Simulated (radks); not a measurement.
Species: Zr XVI. Configuration: [Ar] 3d7. Method: non-relativistic Kohn-Sham, PBE, spin-polarised, spherical densities, point nucleus; open shells are filled with parallel spins first (spin-orbit coupling, left out, can overturn this in heavy ions); relativity is left out, which matters for an element this heavy; computed with a radial shooting solver on a logarithmic mesh with Libxc functionals.

Normalised radial functions P(r) = r R(r), r in bohr:

r	3p up
0.001257	0.0012
0.001572	0.0018
0.001967	0.0028
0.002461	0.0044
0.003079	0.0068
0.003852	0.0105
0.004819	0.0161
0.006029	0.0246
0.007543	0.0374
0.009437	0.0563
0.01181	0.0840
0.01477	0.1239
0.01848	0.1800
0.02312	0.2565
0.02892	0.3570
0.03618	0.4819
0.04563	0.6308
0.05709	0.7763
0.07142	0.8914
0.08936	0.9273
0.1118	0.8248
0.1399	0.5338
0.175	0.0454
0.2189	-0.5751
0.2739	-1.1794
0.3426	-1.5780
0.4286	-1.6329
0.5363	-1.3495
0.6709	-0.8837
0.8394	-0.4450
1.05	-0.1641
1.314	-0.0411

3p up: eigenvalue -687.91 eV, 1 radial node at r = 0.178 bohr, <r> = 0.443 bohr, 90 % of the charge inside 0.664 bohr.
